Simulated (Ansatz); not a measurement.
Caution, from a PySCF single point (PBE0-D3(BJ)/def2-TZVPD) at this geometry: the highest occupied level lies above zero, so the state may not be bound. This triplet is an excited state, 1.08 eV above the relaxed singlet at the level frozen-core CCSD(T)/aug-cc-pVDZ // PBE0-D3(BJ)/def2-TZVPD (Ansatz, an electronic-structure program).

A geometry relaxed with Ansatz with PBE0-D3(BJ)/def2-TZVPD, charge -1, multiplicity 3:

```xyz
7

H     -1.4544     0.5140     0.7572
O     -2.6691    -0.5009    -0.5148
H      2.3965    -0.2705     0.7472
C     -1.5295    -0.2245    -0.1056
N      1.6096     0.2244     0.3520
Al     0.3155    -0.6944    -0.5977
H      1.3314     0.9519     1.0000
```

Task: Write the SMILES of this molecule.

Result: `[NH2][Al-][CH]=O`
